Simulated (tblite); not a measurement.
C5H13FO2Si2.
Numbering: `[CH3:1][O:2][Si:3]([CH3:4])([CH3:5])[SiH2:6][C@@H:7]([F:8])[CH:9]=[O:10]` (hydrogens: H11, H12, H13 on C1; H14, H15, H16 on C4; H17, H18, H19 on C5; H20, H21 on Si6; H22 on C7; H23 on C9)

Structure optimised with GFN2-xTB, isolated species.

(1) List the bond lengths, angles and torsions at this level.

## Answers

(1) 
| bond | length (bohr) |
| --- | --- |
| C1–O2 | 2.644 |
| O2–Si3 | 3.091 |
| Si3–C4 | 3.609 |
| Si3–C5 | 3.619 |
| Si3–Si6 | 4.376 |
| Si6–C7 | 3.706 |
| C7–F8 | 2.611 |
| C7–C9 | 2.770 |
| C9=O10 | 2.282 |
| C1–H11, C1–H12, C1–H13 | 2.063 |
| C4–H14, C4–H15, C4–H16 | 2.054 |
| C5–H17, C5–H18, C5–H19 | 2.053 |
| Si6–H20 | 2.779 |
| Si6–H21 | 2.778 |
| C7–H22 | 2.062 |
| C9–H23 | 2.090 |

Bonds in one row agree within 0.02 bohr and their mean is given. A selection of angles:
| angle | degrees |
| --- | --- |
| C1–O2–Si3 | 130.8 |
| O2–Si3–C4 | 113.2 |
| O2–Si3–C5 | 111.0 |
| O2–Si3–Si6 | 98.6 |
| C4–Si3–C5 | 107.3 |
| C4–Si3–Si6 | 115.2 |
| C5–Si3–Si6 | 111.6 |
| Si3–Si6–C7 | 107.8 |
| Si6–C7–F8 | 110.2 |
| Si6–C7–C9 | 107.6 |
| F8–C7–C9 | 111.0 |
| C7–C9–O10 | 124.6 |

Dihedral angles: C1–O2–Si3–C4 50° (synclinal); O2–Si3–Si6–C7 -39° (synclinal); Si3–Si6–C7–F8 168° (antiperiplanar); Si6–C7–C9–O10 66° (synclinal).

Of the pairs four or more bonds apart, O10···H16 is among the closest relative to their van der Waals radii: 2.48 Å, 91 % of the sum of Bondi's values. The C–Si distances run from 1.910 Å (Si3–C4, drawn single) to 1.961 Å (Si6–C7, drawn single), a spread of 0.051 Å. Si6 (SiH2 silicon) is distorted tetrahedral (angles from 101.2° to 121.4°). The C–O distances run from 1.207 Å (C9=O10, drawn double) to 1.399 Å (C1–O2, drawn single), a spread of 0.192 Å. Si3 (oxygen-bound silicon) is distorted tetrahedral (angles from 98.6° to 115.2°).

Point group: C1 (no symmetry element, even within 0.4 Å). Its GFN2-xTB frequencies are all real (lowest 25 cm⁻¹). One conformer, not necessarily the lowest.

These are computed values.
